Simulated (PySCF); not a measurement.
Computed shifts of a molecule C2H7FSi2, HF/pcSseg-1 (PySCF), GIAO, gas phase, equivalent atoms averaged, in ppm (number of nuclei): ¹⁹F: -178.4 (1). ²⁹Si: -13.8 (1), -67.9 (1). ¹³C: 161.3 (1), 153.8 (1). ¹H: 7.51 (1), 6.84 (1), 5.07 (2), 4.27 (3). References: ¹⁹F against CFCl3 (σ = 238.5 ppm); ²⁹Si against TMS (σ = 393.8 ppm); ¹³C against TMS (σ = 192.6 ppm); ¹H against TMS (σ = 31.99 ppm), references at their B3LYP-D3(BJ)/def2-TZVP geometries, non-relativistic. Coordinates come from a B3LYP-D3(BJ)/def2-SVP optimisation. One conformer was computed; it need not be the lowest.

Which molecule gave these data?
A. F[SiH2]/C=C\[SiH3]
B. FC1[SiH2]C[SiH2]1
C. F/C=C\[SiH2][SiH3]
D. F[Si@@H]1CC[SiH2]1

A, F[SiH2]/C=C\[SiH3]
